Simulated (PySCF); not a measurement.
CH$_{7}$BOSi, CH$_{3}$AlBF, BH$_{7}$OSi$_{2}$, B$_{2}$H$_{7}$NSi and others (calculated)

All values are calculated (PySCF 2.14.0). Calculation on a computer-drawn molecule: optimised geometry and harmonic frequencies of an isolated molecule of the commonest isotopes, restricted reference for singlets and unrestricted otherwise, frozen core in MP2.

Common to all runs: charge 0; method HF; basis cc-pV(D+d)Z.

(1) CH$_{7}$BOSi

Start structure:
```xyz
11
CH7BOSi
O     -2.2240     0.2295     0.5413
C     -2.6986    -0.4337     1.7037
B     -1.2768    -0.8685     1.2299
Si    -1.0196    -2.5024     0.1277
H     -1.9309     1.1147     0.8711
H     -3.6337    -1.0305     1.4543
H     -2.8635     0.0987     2.5379
H     -0.3539    -0.3900     1.8064
H     -2.2908    -2.8040    -0.6531
H     -0.0723    -2.2812    -0.9937
H     -0.6005    -3.6980     0.7584
```

```
multiplicity                                  : 1
rotational constants                          : 13.91, 2.529, 2.417 GHz
total energy                                  : -430.3861 hartree
convergence status largest gradient component : 4.582e-05 hartree/bohr
```

Drawn bonds:
```csv
atom,other atom,order
1,2,1
2,3,1
3,4,1
1,5,1
2,6,1
2,7,1
3,8,1
4,9,1
4,10,1
4,11,1
```

Optimised structure:
```xyz
11
CH7BOSi
O     -2.5214     0.6027     0.5689
C     -2.6598    -0.3719     1.6171
B     -1.2646    -1.0628     1.3305
Si    -1.0113    -2.6151     0.0302
H     -2.0718     1.3629     0.9074
H     -3.5529    -0.9514     1.3921
H     -2.7959     0.1066     2.5888
H     -0.2944    -0.5371     1.8137
H     -2.2696    -2.9962    -0.6604
H      0.0126    -2.3015    -0.9986
H     -0.5355    -3.8014     0.7941
```

Modes:
```csv
frequency (cm⁻¹),reduced mass (dalton)
53.19,4.933
68.55,1.154
216.3,2.689
235.6,2.233
312.9,1.047
511,1.243
557.4,1.639
665.4,1.635
844.7,1.493
914.5,1.258
992.9,1.113
1020,1.05
1031,1.044
1057,1.94
1078,6.546
1156,1.407
1243,1.304
1427,1.401
1456,1.201
1608,1.092
2270,1.045
2289,1.05
2297,1.024
2670,1.093
3205,1.064
3272,1.105
4152,1.067
```

(2) CH$_{3}$AlBF

Start structure:
```xyz
7
CH3AlBF
F     -0.0753    -1.8348     0.4217
B     -1.2779    -1.5486    -0.1132
C     -2.0601    -0.3685     0.3614
Al    -3.1906    -0.4470     2.1129
H     -1.5893    -2.3109    -0.9460
H     -1.3401     0.4586     0.7413
H     -2.7277     0.0938    -0.3616
```

```
multiplicity                                  : 1
rotational constants                          : 16.57, 2.777, 2.557 GHz
total energy                                  : -405.7041 hartree
convergence status largest gradient component : 3.922e-05 hartree/bohr
```

Drawn bonds:
```csv
atom,other atom,order
1,2,1
2,3,1
3,4,1
2,5,1
3,6,1
3,7,1
```

Optimised structure:
```xyz
7
CH3AlBF
F     -0.0666    -1.8530     0.4472
B     -1.2537    -1.5390    -0.1010
C     -2.0205    -0.3033     0.3853
Al    -3.1698    -0.5352     2.0471
H     -1.6717    -2.3188    -0.9165
H     -1.3512     0.5068     0.7150
H     -2.7275     0.0850    -0.3606
```

Modes:
```csv
frequency (cm⁻¹),reduced mass (dalton)
80.7,8.915
199.7,2.613
407.5,2.382
511.3,3.748
620.5,1.457
829.4,1.219
922.5,1.722
1038,1.747
1107,1.842
1156,1.786
1368,2.392
1508,1.263
2699,1.093
3121,1.059
3185,1.101
```

(3) BH$_{7}$OSi$_{2}$

Start structure:
```xyz
11
BH7OSi2
O      1.9798     0.1637    -2.7482
Si     2.2771    -0.5617    -1.3049
B      1.1848     0.0466     0.1462
Si    -0.5499     0.8930    -0.1116
H      1.0737     0.1209    -3.1206
H      3.7439    -0.2027    -1.2658
H      2.3081    -1.9935    -1.5112
H      1.4760    -0.1938     1.1993
H     -0.4873     2.0946    -0.9769
H     -1.3830     1.2847     1.0840
H     -1.5291    -0.0427    -0.7981
```

```
multiplicity                                  : 1
rotational constants                          : 8.319, 1.897, 1.607 GHz
total energy                                  : -681.4984 hartree
convergence status largest gradient component : 4.522e-06 hartree/bohr
```

Drawn bonds:
```csv
atom,other atom,order
1,2,1
2,3,1
3,4,1
1,5,1
2,6,1
2,7,1
3,8,1
4,9,1
4,10,1
4,11,1
```

Optimised structure:
```xyz
11
BH7OSi2
O      1.8170    -0.1252    -2.9101
Si     2.3516    -0.5675    -1.4030
B      1.1833     0.1017     0.1214
Si    -0.6476     0.9734    -0.1149
H      0.9498    -0.3806    -3.1857
H      3.7200    -0.0181    -1.3036
H      2.4154    -2.0500    -1.2835
H      1.6198    -0.0055     1.2369
H     -0.4224     2.4384    -0.2373
H     -1.5641     0.7295     1.0259
H     -1.3287     0.5132    -1.3537
```

Modes:
```csv
frequency (cm⁻¹),reduced mass (dalton)
50.08,1.414
77.24,1.878
99.46,2.349
218,1.128
293.8,3.592
429.3,1.233
458.1,1.232
490.3,2.004
652.1,1.5
730.7,2.427
765.1,1.223
815.3,1.394
864.6,3.038
932.4,1.361
958.6,1.152
977.9,1.446
1010,1.053
1014,1.085
1036,1.217
1043,1.121
2264,1.04
2277,1.05
2284,1.037
2301,1.032
2324,1.039
2691,1.091
4177,1.067
```

(4) B$_{2}$H$_{7}$NSi

Start structure:
```xyz
11
B2H7NSi
B     -0.1377    -1.1504    -0.5215
Si     1.1309     0.2723    -0.5686
B      2.3028     0.1165     1.0545
N      3.5640    -0.2934     0.8958
H     -1.2112    -1.0907     0.0085
H      0.1189    -2.2015    -0.9952
H      0.5153     1.6437    -0.5631
H      2.0014     0.3432    -1.7530
H      1.9457     0.4005     2.2119
H      4.2806    -0.3892     1.6828
H      4.0163    -0.5176     0.0891
```

```
multiplicity                                  : 1
rotational constants                          : 12.1, 2.687, 2.491 GHz
total energy                                  : -396.8327 hartree
convergence status largest gradient component : 1.942e-05 hartree/bohr
```

Drawn bonds:
```csv
atom,other atom,order
1,2,1
2,3,1
3,4,1
1,5,1
1,6,1
2,7,1
2,8,1
3,9,1
4,10,1
4,11,1
```

Optimised structure:
```xyz
11
B2H7NSi
B     -0.2653    -1.1707    -0.5535
Si     1.1737     0.2730    -0.5828
B      2.3619     0.0841     1.0795
N      3.7162    -0.2039     0.9774
H     -1.2634    -1.0338     0.1012
H     -0.1377    -2.2104    -1.1423
H      0.5357     1.6202    -0.5808
H      1.9974     0.1814    -1.8246
H      1.9028     0.2145     2.1856
H      4.3134    -0.2960     1.7740
H      4.1922    -0.3249     0.1074
```

Modes:
```csv
frequency (cm⁻¹),reduced mass (dalton)
57.1,2.583
104.1,1.051
155,2.414
245.3,2.336
458.8,1.16
504.7,1.248
573.1,2.283
630.4,1.306
646.4,3.517
683.1,1.54
784.2,1.198
829.9,1.195
967.8,1.12
971.4,1.22
977.3,1.32
1031,1.061
1217,1.485
1263,1.149
1398,3.55
1759,1.212
2244,1.045
2261,1.034
2661,1.076
2667,1.071
2739,1.125
3803,1.051
3904,1.099
```

(5) BF$_{2}$H$_{2}$Si

Start structure:
```xyz
6
BF2H2Si
B     -1.5217     2.3565    -2.4586
Si    -0.8984     0.5372    -2.5493
F     -0.0487     0.2937    -3.8934
F     -2.2364    -0.4316    -2.7809
H     -1.5166     3.3071    -1.8203
H     -0.1097    -0.2135    -1.5558
```

```
multiplicity                                  : 2
rotational constants                          : 6.809, 6.439, 3.82 GHz
total energy                                  : -513.7092 hartree
spin squared                                  : 0.7573
convergence status largest gradient component : 1.022e-05 hartree/bohr
```

Drawn bonds:
```csv
atom,other atom,order
1,2,1
2,3,1
2,4,1
1,5,1
2,6,1
```

Optimised structure:
```xyz
6
BF2H2Si
B     -1.5338     2.3656    -2.4976
Si    -0.9232     0.4608    -2.6009
F     -0.0350     0.3071    -3.9297
F     -2.2290    -0.4580    -2.7719
H     -1.4687     3.2930    -1.7545
H     -0.1418    -0.1190    -1.5037
```

Modes:
```csv
frequency (cm⁻¹),reduced mass (dalton)
47.29,1.381
276.1,5.609
327.2,3.793
343.5,5.86
583,1.38
694.2,6.27
867.9,3.143
884.8,1.233
926.3,1.721
963.7,5.934
2383,1.042
2808,1.097
```

(6) CH$_{8}$BNSi

Start structure:
```xyz
12
CH8BNSi
C     -1.2741     1.4774    -0.9007
N     -0.8841     0.7020    -2.0206
B     -0.3786    -0.5174    -2.1912
Si     0.0699    -1.6606    -0.6321
H     -1.0185     0.8324    -0.0720
H     -2.3395     1.6949    -0.8879
H     -0.7031     2.3350    -0.8777
H     -1.1440     1.2009    -2.9202
H     -0.2249    -0.9261    -3.3645
H     -1.0628    -1.9675     0.2658
H      1.0388    -1.0242     0.2506
H      0.5883    -2.9980    -0.9904
```

```
multiplicity                                  : 1
rotational constants                          : 11.86, 2.901, 2.43 GHz
total energy                                  : -410.6207 hartree
convergence status largest gradient component : 1.066e-05 hartree/bohr
```

Drawn bonds:
```csv
atom,other atom,order
1,2,1
2,3,1
3,4,1
1,5,1
1,6,1
1,7,1
2,8,1
3,9,1
4,10,1
4,11,1
4,12,1
```

Optimised structure:
```xyz
12
CH8BNSi
C     -1.2740     1.4867    -0.9125
N     -0.9415     0.7271    -2.0983
B     -0.4003    -0.5467    -2.2026
Si     0.0855    -1.7247    -0.5940
H     -1.0366     0.9127    -0.0190
H     -2.3390     1.7298    -0.8832
H     -0.7111     2.4224    -0.8706
H     -1.1430     1.2180    -2.9472
H     -0.2173    -0.9572    -3.3212
H     -1.1021    -2.0230     0.2535
H      1.0914    -1.0727     0.2895
H      0.6554    -3.0235    -1.0352
```

Modes:
```csv
frequency (cm⁻¹),reduced mass (dalton)
21.58,1.068
127.3,1.035
173.4,3.075
289.6,2.473
456.5,2.498
501,1.116
556.6,1.987
718.3,1.227
736,2.083
947.6,1.324
984.2,1.792
999.1,1.166
1028,1.039
1034,1.035
1156,1.23
1239,1.31
1280,1.892
1425,2.021
1581,1.188
1589,1.041
1601,1.172
1665,1.673
2264,1.049
2272,1.041
2291,1.03
2657,1.094
3176,1.038
3233,1.106
3290,1.101
3816,1.076
```

(7) BClHOSi

Start structure:
```xyz
5
BClHOSi
O     -0.9879    -1.4798     3.2648
B     -1.2285    -0.5801     2.5893
Si    -1.6929     0.9419     1.5793
Cl    -1.3189     0.9212    -0.3948
H     -1.9894     2.2521     2.0001
```

```
multiplicity                                  : 2
rotational constants                          : 12.38, 2.071, 1.79 GHz
total energy                                  : -848.6402 hartree
spin squared                                  : 0.756
convergence status largest gradient component : 3.291e-05 hartree/bohr
```

Drawn bonds:
```csv
atom,other atom,order
1,2,2
2,3,1
3,4,1
3,5,1
```

Optimised structure:
```xyz
5
BClHOSi
O     -0.8778    -1.4457     3.2647
B     -1.2759    -0.5553     2.5910
Si    -2.0498     0.9261     1.4771
Cl    -1.1972     0.8927    -0.3994
H     -1.8170     2.2374     2.1053
```

Modes:
```csv
frequency (cm⁻¹),reduced mass (dalton)
121.9,18.26
313.7,4.139
400.7,11.44
516.2,16.67
591.7,12.05
652.1,1.348
812.6,1.12
2143,12.27
2351,1.044
```

(8) C$_{2}$H$_{8}$AlN

Start structure:
```xyz
12
C2H8AlN
C     -0.0193    -1.2615    -1.7450
Al    -0.8581    -0.1856    -0.2327
C     -0.1270     0.0112     1.5034
N     -2.4646     0.5978    -0.6268
H     -0.6679    -2.0773    -2.0335
H      0.8977    -1.5894    -1.4787
H      0.0783    -0.6559    -2.6014
H      0.7375    -0.6614     1.7762
H     -0.8881    -0.2322     2.3108
H      0.2778     1.0884     1.7468
H     -2.9708     0.5877    -1.4427
H     -2.9834     1.2053     0.0737
```

```
multiplicity         : 1
rotational constants : withheld
```

Drawn bonds:
```csv
atom,other atom,order
1,2,1
2,3,1
2,4,1
1,5,1
1,6,1
1,7,1
3,8,1
3,9,1
3,10,1
4,11,1
4,12,1
```

**Q.** Estimate the rotational constants of C$_{2}$H$_{8}$AlN (entry 8).
**A.** 5.6, 4.934, 2.71 GHz

**Q.** Give the table of modes values for C$_{2}$H$_{8}$AlN (entry 8).
**A.** 
Modes:
```csv
frequency (cm⁻¹),reduced mass (dalton)
41.16,1.014
64.64,1.061
173.1,2.438
203.3,2.502
212.5,2.874
403.3,1.008
464.5,1.246
558.8,3.746
614.7,1.16
642.9,1.177
655.7,2.388
727.8,1.415
748.3,1.525
791.6,1.945
872.5,4.267
1334,1.248
1335,1.228
1542,1.058
1543,1.054
1547,1.052
1553,1.052
1679,1.112
3139,1.037
3141,1.036
3203,1.098
3205,1.097
3225,1.1
3225,1.1
3776,1.052
3856,1.093
```

Further results for C$_{2}$H$_{8}$AlN (entry 8):

```
total energy                                  : -376.8219 hartree
convergence status largest gradient component : 1.967e-05 hartree/bohr
```

Optimised structure:
```xyz
12
C2H8AlN
C     -0.0102    -1.1250    -1.7275
Al    -0.9214    -0.1747    -0.2662
C     -0.1769    -0.0825     1.5521
N     -2.4654     0.6248    -0.5994
H      0.1365    -2.1839    -1.4810
H      0.9888    -0.7094    -1.9083
H     -0.5592    -1.0818    -2.6737
H     -0.0450    -1.0853     1.9771
H     -0.8063     0.4864     2.2440
H      0.8156     0.3848     1.5510
H     -2.9324     0.6386    -1.4869
H     -3.0117     1.1351     0.0692
```
